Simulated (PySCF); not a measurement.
Compound: (Cl)2Sn(OSiH2)2O.
Bonds: Sn1–Cl2, Sn1–Cl3, Sn1–O4, Sn1–O8, O4–Si5, Si5–O6, O6–Si7, Si7–O8. Hydrogens: H9, H10 on Si5; H11, H12 on Si7.

Method used: PySCF 2.14.0, PBE0-D3(BJ)/def2-SVP geometry optimisation, gas phase, def2 core potentials past Kr.

(1) Give the optimised bond lengths and angles.

Results:

(1) 
| bond | length (Å) |
| --- | --- |
| Sn1–Cl2, Sn1–Cl3 | 2.307 |
| Sn1–O4, Sn1–O8 | 1.955 |
| O4–Si5, Si7–O8 | 1.668 |
| Si5–O6, O6–Si7 | 1.659 |
| Si5–H9 and 3 like bonds | 1.486 |

Bonds in one row agree within 0.01 Å and their mean is given. A selection of angles:
| angle | degrees |
| --- | --- |
| Cl2–Sn1–Cl3 | 109.9 |
| Cl2–Sn1–O4 | 110.2 |
| O4–Sn1–O8 | 106.3 |
| Sn1–O4–Si5 | 126.8 |
| O4–Si5–O6 | 108.4 |
| Si5–O6–Si7 | 142.6 |

Dihedral angles: Cl2–Sn1–O4–Si5 -111° (anticlinal); Cl2–Sn1–O8–Si7 116° (anticlinal); Sn1–O4–Si5–O6 -5° (synperiplanar); O4–Si5–O6–Si7 -4° (synperiplanar); Si5–O6–Si7–O8 7° (synperiplanar); O6–Si7–O8–Sn1 -2° (synperiplanar).

Si5 (silicon bonded to 2 O and 2 H) is tetrahedral (angles from 108.4° to 111.8°). Sn1 (tin bonded to 2 Cl and 2 O) is tetrahedral (angles from 106.3° to 110.4°).

Point group: near C2v, missed by 0.21 Å at most; the miss may be what the optimiser left on a soft mode. No PBE0-D3(BJ)/def2-SVP frequencies stand behind this structure, so it isn't proved a minimum. The numbers are those of one conformer.
